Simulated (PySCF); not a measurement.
The numbers are results of PBE0-D4/def2-TZVP // PBE0-D4/def2-SVP (PySCF), not measurements. Gas-phase values, no solvent. One relaxed conformer stands for a flexible species; it need not be the lowest. Excitations are Tamm–Dancoff values on a coarser integration grid. The basis has no diffuse functions, so Rydberg states are missing or too high.

Reference species (SMILES): `[O](C)[Ge]([O]C)([O]C)[O]C` (neutral, multiplicity 1).

```
Property                  Result
----------------------  --------
S1 oscillator strength     0.015
HOMO                    -8.05 eV
S1–T1 gap (TDA)          0.45 eV
```

Changed species: `[Ge]([SH])([SH])([O]C)[SH]` (3 of 4 OCH3 replaced by SH; the reference has 0 of 4 OCH3 replaced by SH).

Q: Predict the effect on the S1 oscillator strength, HOMO and S1–T1 gap (TDA).

A: the S1 oscillator strength hardly moves; the HOMO goes up by 0.50 eV, to -7.55 eV; the S1–T1 gap (TDA) rises by 0.04 eV, to 0.49 eV.
